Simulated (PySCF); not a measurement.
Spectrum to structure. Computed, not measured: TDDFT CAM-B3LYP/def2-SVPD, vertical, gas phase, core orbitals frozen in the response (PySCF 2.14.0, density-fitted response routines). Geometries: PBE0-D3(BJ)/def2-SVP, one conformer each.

```tsv
state	E (eV)	f	main configurations (H = HOMO, L = LUMO)
S1	5.94	0.0003	H→L (67%), H→L+2 (14%)
S2	6.36	0.019	H→L+1 (50%), H-1→L (30%)
S3	6.55	0.0006	H-1→L+1 (83%)
S4	7.56	0.029	H→L+2 (73%), H→L (17%)
S5	8.05	0.071	H-1→L+2 (59%), H-1→L (28%)
S6	8.15	0.0083	H→L+3 (56%), H→L+4 (18%)
S7	8.41	0.481	H→L+1 (24%), H-1→L+2 (20%), H-1→L (20%)
S8	8.43	0.0030	H→L+4 (45%), H→L+3 (34%), H-3→L (9%)
S9	8.58	0.033	H→L+5 (69%), H-2→L (8%)
S10	8.85	0.472	H-2→L (31%), H-1→L+4 (20%), H-3→L+1 (16%)
```

Triplets computed (Tamm–Dancoff): 5.06, 5.45, 5.55, 6.24 eV.

Orbital energies (eV): HOMO-3 -11.88, HOMO-2 -11.41, HOMO-1 -9.84, HOMO -9.29, LUMO 0.86, LUMO+1 1.12, LUMO+2 1.38.

**Question.** Which candidate is it?
A. `C=C/C=C\C(F)=C(F)F`
B. `C=C/C=C\c1cc(F)cs1`
C. `FC(F)(C#CC1CC1)F`

**Answer.** C. Its S1, at 5.94 eV, is the highest among the candidates; the nearest of the others has S1 at 4.88 eV. S1 is HOMO→LUMO (67%), HOMO→LUMO+2 (14%). Löwdin shares by element: HOMO carbon 79% or more (atoms not listed hold the other 21%); LUMO carbon 44% or more, hydrogen 10% or more (atoms not listed hold the other 46%). At the same level the other candidates give, for their lowest levels:
- `C=C/C=C\C(F)=C(F)F`: 4.88 eV (f 1.007); 5.81 eV (f 0.001); 6.32 eV (f 0.017); 6.67 eV (f 0.003); 6.70 eV (f 0.003); T1 2.48 eV; HOMO -7.61, LUMO -0.66 eV
- `C=C/C=C\c1cc(F)cs1`: 4.10 eV (f 0.527); 5.09 eV (f 0.212); 5.67 eV (f 0.000); 5.89 eV (f 0.000); 6.02 eV (f 0.000); T1 2.34 eV; HOMO -7.31, LUMO -0.91 eV
